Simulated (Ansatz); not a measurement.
A thermochemical cycle in electronic energies (no zero-point or thermal terms), species as SMILES, kcal/mol. Each molecule is optimised on its own at B3LYP-D3(BJ)/def2-TZVP (Ansatz, a first-principles code), one conformer each, not searched for the lowest. Cores are frozen in the correlated levels unless marked. Open shells are spin-unrestricted. No spin-orbit coupling. No relativistic terms. CBS marks a two-point X^-3 extrapolation of the correlation energy; Hartree-Fock from the larger set. Anions need diffuse functions, of which def2-TZVPD holds fewer than the aug- sets.

| step | CCSD(T)/CBS(aug-cc-pV(T+d)Z,aug-cc-pV(Q+d)Z) (Ansatz) | r2SCAN-D4/def2-TZVPD (Ansatz + dftd4) |
|---|---|---|
| electron affinity EA, positive where the anion is bound: FB(F)[SiH2] + e- → FB(F)[SiH2-] | 43.0 | 39.0 |
| deprotonation energy A: FB(F)[SiH3] [difluoroboranylsilane] -> FB(F)[SiH2-] + H+ | 362.7 | 360.9 |
| ionisation of the H atom at the same level, IE | 313.7 | 313.7 |

Problem. Find the bond energy D: FB(F)[SiH3] [difluoroboranylsilane] -> FB(F)[SiH2] + H atom.

Solution. Breaking the bond, ionising the H atom and attaching the electron to the radical add up to the deprotonation, A = D + IE - EA. At CCSD(T)/CBS(aug-cc-pV(T+d)Z,aug-cc-pV(Q+d)Z): D = A - IE + EA = 362.7 - 313.7 + 43.0 = 92.0. At r2SCAN-D4/def2-TZVPD: D = A - IE + EA = 360.9 - 313.7 + 39.0 = 86.2. The functional differs from the first level by -5.8 in D, -4.0 in EA and -1.8 in A; for EA and A the gap mixes functional and basis.
